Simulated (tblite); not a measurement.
Compound: C2H11FN2Si2.
Geometry (GFN2-xTB, Å), atoms numbered from 1 in this order:
```xyz
18
C2H11FN2Si2 angstrom
N     -2.3343    1.8831    0.4004
Si    -1.7849    0.2632    0.2649
F     -1.1717   -0.0320    1.7361
N     -0.6784    0.2693   -1.0358
C      0.0426   -0.8998   -1.4779
C      1.1903   -1.3005   -0.5476
Si     2.4912    0.0646   -0.3070
H     -2.8135    2.1373    1.2477
H     -2.7803    2.3103   -0.3923
H     -2.7216   -0.8355    0.0783
H     -0.1500    1.1155   -1.1850
H      0.4337   -0.7120   -2.4839
H     -0.6766   -1.7219   -1.5449
H      0.7665   -1.5686    0.4213
H      1.6608   -2.2012   -0.9472
H      1.9617    1.1807    0.4766
H      3.6511   -0.5061    0.3823
H      2.9047    0.5598   -1.6271
```

Method: GFN2-xTB as coded in tblite; computed harmonic values from a numerical Hessian at the method's own geometry, unscaled. Against measured fundamentals such values can be off by several per cent, at times by over 20. Modes of hydrogen on silicon can be 10 to 20 % off. One conformer, not necessarily the lowest.

Harmonic wavenumbers (cm⁻¹): 29.4, 40.9, 81.1, 126.8, 182.2, 187.5, 204.9, 240.1, 276.8, 335.8, 434.0, 496.9, 507.3, 549.7, 561.6, 666.5, 701.8, 708.2, 730.3, 765.5, 784.5, 790.2, 802.2, 819.9, 886.7, 931.3, 978.4, 1019.9, 1134.1, 1155.7, 1204.4, 1297.1, 1337.4, 1374.3, 1471.2, 1493.7, 1519.0, 2217.8, 2254.5, 2274.1, 2304.3, 2919.5, 2942.8, 2966.6, 2988.0, 3448.2, 3501.3, 3539.7.

A = 2879, B = 894.9, C = 850.8 MHz; mass 138.044 u (most abundant isotopes); point group C1, symmetry number 1.

Problem. Zero-point energy?

Solution. ½Σν̃ = 29092 cm⁻¹ = 83.18 kcal/mol.

Problem. Give the ideal-gas entropy at 500 K and 1 bar in the rigid-rotor, harmonic-oscillator model (classical rotation).

Solution. Translation 43.27, rotation 30.91, vibration 57.42: S = 131.6 cal/(mol K).

Problem. And Cp and H(500 K) − H(0)?

Solution. Cp = 58.98 cal/(mol K), of which vibrations give 51.03 (their classical limit is 48 R = 95.4); H(500 K) − H(0) = 18.03 kcal/mol without the zero-point energy, 14.06 from vibrations.

Problem. What must be added to the electronic energy to get the Gibbs energy at 500 K and 1 bar?

Solution. ZPE + [H(500 K) − H(0)] − T·S = 83.18 + 18.03 − 65.80 = 35.41 kcal/mol.

Problem. How do the functions run with temperature in this model?

Solution. 
```csv
T (K),S (cal/(mol K)),Cp (cal/(mol K)),H − H(0) (kcal/mol),G − H(0) (kcal/mol),ln q(vib)
50,61.2,14.5,0.56,-2.50,1.07
100,73.2,20.6,1.44,-5.88,2.69
298.15,105.5,42.3,7.68,-23.76,8.84
373.15,115.8,49.4,11.13,-32.06,11.08
750,158.1,71.8,34.51,-84.11,21.48
1000,180.0,80.1,53.56,-126.46,27.53
```

q(vib) and H(0) count from the zero-point level.

Problem. Blend soft modes into free rotors: weight 1/[1 + (100 cm⁻¹/ν̃)⁴] for the oscillator and the rest for a rotor with moment μB/(μ + B), μ = h/(8π²ν), B = 10⁻⁴⁴ kg m². What vibrational entropy results?

Solution. 51.93 cal/(mol K) in place of 57.42, which changes −T·S at 500 K by +2.74 kcal/mol.

Problem. Which modes carry the vibrational entropy at 500 K?

Solution. 29.4 cm⁻¹: 6.90; 40.9 cm⁻¹: 6.24; 81.1 cm⁻¹: 4.88; 126.8 cm⁻¹: 4.00; 182.2 cm⁻¹: 3.29; 187.5 cm⁻¹: 3.24 cal/(mol K); the other 42 give 28.87 together.

Hindered rotation and anharmonicity are outside this model. Other conformers, if any are populated, would add a mixing term that is left out. The structure is chiral; the term R ln 2 for an equal mix with its mirror image is left out.
